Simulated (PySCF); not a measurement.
H$_{9}$Si$_{4}$ (SMILES [SiH2][SiH]([SiH3])[SiH3]), doublet, at a GFN2-xTB geometry. Base run: CCSD(T)/STO-3G (PySCF).

PySCF was given this input:
```python
from pyscf import gto, scf, cc

mol = gto.Mole()
mol.atom = '''
    Si   -0.087631    2.262855   -0.279854
    Si   -0.046210   -0.019510   -0.467170
    Si   -1.841013   -1.239828    0.391132
    Si    1.997110   -0.861928    0.244548
    H    -1.302772    3.041233   -0.546437
    H     0.482624    2.890549    0.917560
    H    -0.102847   -0.239651   -1.939226
    H    -1.847648   -2.671965    0.079681
    H    -3.114120   -0.702401   -0.095605
    H    -1.869906   -1.125621    1.852828
    H     2.123419   -2.307768    0.052985
    H     3.136616   -0.251793   -0.438958
    H     2.183056   -0.614820    1.675987
'''
mol.basis = 'sto-3g'
mol.charge = 0
mol.spin = 1
mol.verbose = 4
mol.build()

mf = scf.UHF(mol)
mf.kernel()

mycc = cc.CCSD(mf)
mycc.kernel()
et = mycc.ccsd_t()
print('E(CCSD(T)) = %.10f' % (mycc.e_tot + et))
```

The base run was repeated with changes; each row names its change, and settings that it needs were set with it.

| change | ΔE vs base (kcal/mol) | MP2 correlation (Eh) | CC correlation without the perturbative part (Eh) | basis functions | core-seconds (rough) |
|---|---|---|---|---|---|
| base | 0.000 | -0.15801 | -0.22159 | 45 | 10 |
| frozen = 20 | 7.77 | -0.14462 | -0.20974 | 45 | 2 |
| cc.diis_space = 10 | 0.000 | -0.15801 | -0.22159 | 45 | 10 |
| cc.diis_space = 3 | 0.000 | -0.15801 | -0.22159 | 45 | 10 |
| frozen = 21 | 20.91 | -0.13109 | -0.18905 | 45 | 1 |
| frozen = 19 | 7.50 | -0.14507 | -0.21016 | 45 | 2 |
| method = ccsd | 1.50 | -0.15801 | -0.22159 | 45 | 6 |
| cc.direct = True | 0.000 | -0.15801 | -0.22159 | 45 | 20 |
| method = cisd | 17.08 | - | - | 45 | 3 |
| cc.conv_tol = 1e-5 | 0.000 | -0.15801 | -0.22159 | 45 | 10 |

Open shells are given as the SCF converged; they aren't shown to be the lowest states, and a large step between rows can be another state.
